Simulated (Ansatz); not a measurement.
Pulling on the Al1–F4 bond in AlFH2 (SMILES [F][AlH2]) (multiplicity 1 held, fragments rigid). Energies count from the point at 1.655 Å.
Geometry at that point (charge 0, multiplicity 1):
```
atom    x (Å)    y (Å)    z (Å)
----  -------  -------  -------
Al    -0.2467  -0.4788   0.1584
H      0.4707  -1.3122   1.2788
H     -1.5894  -0.8593  -0.5605
F      0.4806   0.9329  -0.3086
```

Unrestricted levels (U-) break spin symmetry where that is lower. Active spaces are followed from a long bond inwards. Levels need not reach the same state.

Frozen-core correlation.

The values were computed with Ansatz (a first-principles code) with Gaussian orbitals. Values without a source in brackets are computed.

Energies in eV.

| R (Å) | U-MP2/cc-pV(D+d)Z | U-SCS-MP2/cc-pV(D+d)Z | U-CCSD/cc-pV(D+d)Z | FIC-NEVPT4(SD) on CASSCF(6,4)/cc-pV(D+d)Z | FIC-MRCISD+Q on CASSCF(6,4)/cc-pV(D+d)Z |
|---|---|---|---|---|---|
| 1.324 | 3.31 | 3.30 | 3.27 | 3.27 | 3.28 |
| 1.490 | 0.65 | 0.64 | 0.63 | 0.63 | 0.64 |
| 1.655 | 0.00 | 0.00 | 0.00 | 0.00 | 0.00 |
| 1.821 | 0.23 | 0.24 | 0.24 | 0.23 | 0.24 |
| 1.986 | 0.86 | 0.86 | 0.87 | 0.85 | 0.85 |
| 2.235 | 2.03 | 2.02 | 2.04 | 2.00 | 2.00 |
| 2.483 | 3.19 | 3.18 | 3.19 | 3.12 | 3.14 |
| 2.897 | 5.73 | 5.67 | 4.78 | 4.68 | 4.70 |
| 3.311 | 6.39 | 6.28 | 5.78 | 5.66 | 5.69 |
| 3.807 | 6.58 | 6.46 | 6.19 | 6.25 | 6.15 |
| 4.470 | 6.64 | 6.51 | 6.29 | 6.41 | 6.30 |
| 5.297 | 6.66 | 6.52 | 6.30 | 6.45 | 6.33 |

Doubts at one or more of the structures used: a spin-contaminated determinant (U-MP2/cc-pV(D+d)Z, U-SCS-MP2/cc-pV(D+d)Z, U-CCSD/cc-pV(D+d)Z); T1 above 0.05 (U-CCSD/cc-pV(D+d)Z); active orbitals that take no part (FIC-NEVPT4(SD) on CASSCF(6,4)/cc-pV(D+d)Z, FIC-MRCISD+Q on CASSCF(6,4)/cc-pV(D+d)Z).
